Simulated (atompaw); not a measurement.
## How hard is this manganese (Mn) PAW (atompaw) potential?

| Property | Result |
| --- | --- |
| Element | Mn (Z = 25) |
| Generator | atompaw 4.2.0.5 |
| Type | PAW |
| Functional | LDA (PW92) |
| Relativity | scalar-relativistic |
| Frozen core | [Ne] |
| Valence charge | 15 |
| Reference configuration | 3s2 3p6 3d5 4s0 4p0 (charge +2) |
| Partial waves | 3s (bound): rc 1.15 bohr; 4s (bound, empty): rc 1.35 bohr; 3p (bound): rc 1.45 bohr; 4p (bound, empty): rc 1.45 bohr; 3d (bound): rc 1.45 bohr; 3d channel at -1.15 Ry: rc 1.45 bohr |
| Local potential | troulliermartins scheme with l = 3 at 0 Ry, radius 1.30 bohr |
| Core correction | smooth core density matched at 1.40 bohr |
| Augmentation charge | sinc compensation charge, radius 1.15 bohr; PAW radius 1.45 bohr; waves and projectors: custom polynom2 7 10 vanderbiltortho |

The pseudo-atom Hamiltonian at the reference potential is diagonalised in spherical Bessel functions j_l(qr) that vanish at 20 bohr, with q² up to the cutoff. All-electron valence levels (Ry): 3s -7.5933, 4s -1.4390, 3p -5.3216, 4p -1.0218, 3d -1.8097.

**Question.** How do the lowest levels (Ry) of each channel move with the cutoff, and are there ghosts?

**Answer.**

```tsv
cutoff (Ry)	s #1	s #2	s #3	p #1	p #2	d #1	f #1	Σ f·Δε (mRy)
8	-6.8233	-1.3301	-0.5055	-3.5838	-0.8325	-0.7650	-0.2728	17188.2
25	-7.5904	-1.4387	-0.5347	-5.3186	-1.0214	-1.7953	-0.2731	94.0
50	-7.5924	-1.4388	-0.5348	-5.3201	-1.0216	-1.8038	-0.2732	38.5
100	-7.5928	-1.4389	-0.5348	-5.3206	-1.0217	-1.8052	-0.2732	27.4
180	-7.5930	-1.4389	-0.5348	-5.3212	-1.0218	-1.8077	-0.2732	11.0
400	-7.5933	-1.4389	-0.5348	-5.3215	-1.0218	-1.8094	-0.2732	0.0
```

Result: no extra level below or beside the all-electron valence levels (s, p, d, f tested); 10 mRy is reached at 200 Ry and 1 mRy at over 300 Ry.
